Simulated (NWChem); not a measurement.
Species: SbF₃; SMILES [F][Sb]([F])[F]

```xyz
4

Sb     0.0000     0.0000     0.2844
F     -1.0506     1.2498    -0.7212
F      1.6076     0.2850    -0.7212
F     -0.5570    -1.5347    -0.7212
```
Atoms are numbered in this order, from 1.

All runs use the structure optimised with PBE0/def2-SVP. No frequency run checked for a minimum. def2 effective core potentials on Sb; no spin-orbit coupling.

List the 4 lowest vertical singlet excitations from PBE/def2-SVPD with def2 effective core potentials on Sb, TDA (NWChem).


```csv
state,energy (eV),oscillator strength,leading excitation (squared amplitude)
S1,6.68,0.080,HOMO → LUMO (0.75)
S2,6.68,0.080,HOMO → LUMO+1 (0.75)
S3,7.02,0.000,HOMO−2 → LUMO (0.50)
S4,7.06,0.009,HOMO−2 → LUMO+1 (0.37)
```
